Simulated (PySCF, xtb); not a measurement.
Al(H)(OH)(SMe) (CH₅AlOS), SMILES [S]([AlH][OH])C.

GFN2-xTB (xtb) at its own geometry gives an orbital gap of 3.73 eV and a dipole moment of 3.71 D.

The structure is a stationary point at PBE0-D3(BJ)/def2-SVP. One conformer was computed; it need not be the lowest.

Task: What does M06-2X/def2-TZVP run with PySCF give? (An estimate is asked for; the answer gives what the named calculation found.)

Result: gap 8.25 eV (levels -8.15 and 0.10 eV), dipole 1.88 D.
